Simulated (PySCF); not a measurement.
SMILES C=C1CCC[C@@H]1Br, C$_{6}$H$_{9}$Br

Geometry (Å), atoms numbered from 1 in this order:
```xyz
16

C     2.157    0.084   -0.647
C     0.890    0.004   -0.281
C    -0.227   -0.645   -1.056
C    -1.502   -0.226   -0.320
C    -1.042   -0.089    1.130
C     0.331    0.550    0.998
Br    0.143    2.526    0.839
H     2.898    0.569   -0.033
H     2.500   -0.323   -1.582
H    -0.224   -0.341   -2.103
H    -0.106   -1.731   -1.022
H    -2.312   -0.944   -0.435
H    -1.845    0.743   -0.688
H    -0.922   -1.077    1.583
H    -1.728    0.493    1.744
H     0.981    0.414    1.861
```

Theory: GIAO HF/pcSseg-1 magnetisability, rotational g tensor and spin-rotation constants, non-relativistic, gas phase in PySCF. Geometry: GFN2-xTB.

The calculation is non-relativistic, which matters for the atoms heavier than Zn.

(1) What are the magnetisability and the molar susceptibility?

(2) Split it along the inertial axes a, b, c into diamagnetic and paramagnetic parts about the centre of mass, with the quadrupole moment.

(3) And the rotational g tensor?

## Answers

(1) Isotropic -1495 × 10⁻³⁰ J/T², or -90.0 × 10⁻⁶ cm³/mol; principal values -1663, -1470, -1352 × 10⁻³⁰ J/T², anisotropy 272 × 10⁻³⁰ J/T² (root of half the summed squared differences of the principal values). The susceptibility is in cgs units.

(2) 
```csv
axis,χ (10⁻⁶ cm³/mol),diamagnetic (10⁻⁶ cm³/mol),paramagnetic (10⁻⁶ cm³/mol),summed x² of all electrons (Å²),quadrupole Θ (D Å)
a,-93.1,-573.7,480.6,186.1,-1.58
b,-88.3,-946.7,858.5,98.1,+1.32
c,-88.7,-1205.7,1117.0,37.1,+0.25
```
Anisotropies 2χaa − χbb − χcc = -9.3 and 2χbb − χaa − χcc = +5.2 × 10⁻⁶ cm³/mol. Θ is traceless in Buckingham's convention.

(3) 
| axis | rotational constant (GHz) | g | nuclear part | electronic part |
| --- | --- | --- | --- | --- |
| a | 2.7643 | -0.0056 | 0.6185 | -0.6241 |
| b | 1.3520 | -0.0069 | 0.5383 | -0.5452 |
| c | 1.0555 | -0.0049 | 0.5490 | -0.5539 |

Asymmetric top; isotopes 79Br, 12C, 1H; no vibrational averaging.
